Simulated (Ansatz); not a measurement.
Gas-phase electronic energies from Ansatz, PBE0-D4/def2-TZVP geometries. CCSD(T)/CBS adds triple-zeta CCSD(T) − MP2 to the extrapolated MP2 energy (def2 sets, frozen cores). This one scheme is used for every species. DFT in def2-TZVPP. B3LYP here is the variant with VWN-RPA as its local correlation; programs differ in this. For Ge outer-core shells are correlated without core-valence functions, which leaves a few kJ/mol of doubt a bond. Scalar relativity is left out up to krypton. Each species was taken in one conformer, which may not be the lowest.

Consider the substitution at a C–C bond: `CC#[C][GeH2][NH2]` + `N=S=O` → `CN=S=O` + `C#[C][GeH2][NH2]`.

```
             level  ΔE (kcal/mol)  difference from CCSD(T)/CBS
            PBE-D4            9.9                          0.7
         r2SCAN-D4            9.9                          0.7
           PBE0-D4           10.4                          1.2
          B3LYP-D4            9.3                          0.1
           ωB97X-V            9.6                          0.4
            r2SCAN            9.9                          0.7
              PBE0           10.6                          1.4
             B3LYP            9.7                          0.5
     HF/def2-TZVPP           10.0                          0.8
    MP2/def2-TZVPP            9.5                          0.3
SCS-MP2/def2-TZVPP            9.2                          0.0
   CCSD/def2-TZVPP            9.5                          0.3
CCSD(T)/def2-TZVPP            9.2                          0.0
    MP2/def2-QZVPP            9.5                          0.3
     MP2/CBS(def2)            9.6                          0.4
    CCSD/CBS(def2)            9.5                          0.3
       CCSD(T)/CBS            9.2                            0
```

Largest T1 diagnostic among the species: 0.020, so the coupled-cluster value is less sure than usual.
